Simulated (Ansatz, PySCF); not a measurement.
Here is a job for PySCF.
```python
from pyscf import gto, scf, dft

mol = gto.Mole()
mol.atom = '''
    Al   -0.000000   -0.000000   -1.154140
    Cl    0.000000    0.000000    0.882577
'''
mol.basis = 'def2-svp'
mol.charge = 0
mol.spin = 0
mol.verbose = 3
mol.build()

mf = dft.RKS(mol)
mf.xc = 'blyp'
mf.grids.atom_grid = (99, 590)
mf.grids.prune = None
mf.kernel()
```

Write the same job for Ansatz (a program for electronic structure).

One answer among several that fit: 
Ansatz 0.2 input:
```yaml
crystal:
  periodic: [false, false, false]
  atoms:
    - {symbol: Al, position_ang: [-0.00000000, -0.00000000, -1.15413952]}
    - {symbol: Cl, position_ang: [0.00000000, 0.00000000, 0.88257728]}
basis:
  gaussian:
    orbitals: def2-SVP
hamiltonian:
  xc: blyp
accuracy: high
```

Both were run: PySCF gave -702.455414 Eh and Ansatz -702.455415 Eh, 0.000 mEh apart.
